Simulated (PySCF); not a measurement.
**Working with the constants of LiI⁻**

CAM-B3LYP constants of LiI⁻, ²Σ⁺ (doublet), unpaired electrons σ ↑ (Li aug-cc-pVDZ, I aug-cc-pVDZ-PP with ECP28; scalar-relativistic core potentials (PySCF 2.14); masses 7.0160 and 126.9045 u):

| Item | Value |
| --- | --- |
| ωe | 354.5 cm⁻¹ |
| ωexe | 3.9 cm⁻¹ |
| Be | 0.38469 cm⁻¹ |
| αe | 0.00569 cm⁻¹ |
| D (centrifugal) | 1.81e-06 cm⁻¹ |
| De to Li + I⁻ | 1.21 eV |

(1) Give the vibrational terms G(v) and spacings up to v = 6.

(2) How well does the Morse estimate ωe²/(4ωexe) reproduce De, and what is D0?

Spin–orbit coupling is left out. For an ion De counts to the pair picked by the measured ionisation energies or electron affinities, which need not be the lowest pair at this level. The state was picked by a PBE0 search and need not be the measured ground state.

Results:

(1) G(v) = ωe(v+½) − ωexe(v+½)².

```tsv
v	G(v) (cm⁻¹)	G(v) − G(v−1)	Bv (cm⁻¹)
0	176		0.3818
1	523	347	0.3762
2	862	339	0.3705
3	1193	331	0.3648
4	1516	323	0.3591
5	1832	316	0.3534
6	2139	308	0.3477
```

(2) It gives 1.00 eV, 83 % of the computed De. D0 = De − G(0) = 1.21 − 0.02 = 1.19 eV.
